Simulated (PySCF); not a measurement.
# Working out the ionisation energy of Fe

Fe [Ar] 3d6 4s2 (5D) → Fe⁺ [Ar] 3d6 4s1 (6D). Calculation: PySCF 2.14, in aug-cc-pVDZ; the non-relativistic Hamiltonian (point nucleus). Frozen: [Ar]. Energies in hartree (1 hartree = 27.21139 eV):

```tsv
part	Fe (lower)	Fe⁺ (upper)
UHF	-1262.451471	-1262.217411
MP2 opposite-spin	-0.082738	-0.046469
MP2 same-spin	-0.074018	-0.072640
```

Task: What does Hartree-Fock give?

Result: (-1262.217411) − (-1262.451471) = 0.234060 hartree = 6.369 eV.

Task: What do MP2 and SCS-MP2 (6/5 opposite-spin, 1/3 same-spin) give?

Result: The opposite-spin parts differ by 0.987 eV and the same-spin parts by 0.037 eV. MP2: 6.369 + (0.987) + (0.037) = 7.393 eV. SCS-MP2: 6.369 + 1.2 × (0.987) + (0.037)/3 = 7.566 eV.

Measured between the centres of the two terms (NIST): 7.904 eV, so MP2 (valence) is off by -0.511 eV.

The calculation is non-relativistic.

A double-zeta basis recovers only part of the correlation energy.

What remains against the reference includes basis incompleteness, the frozen core and correlation beyond second order.
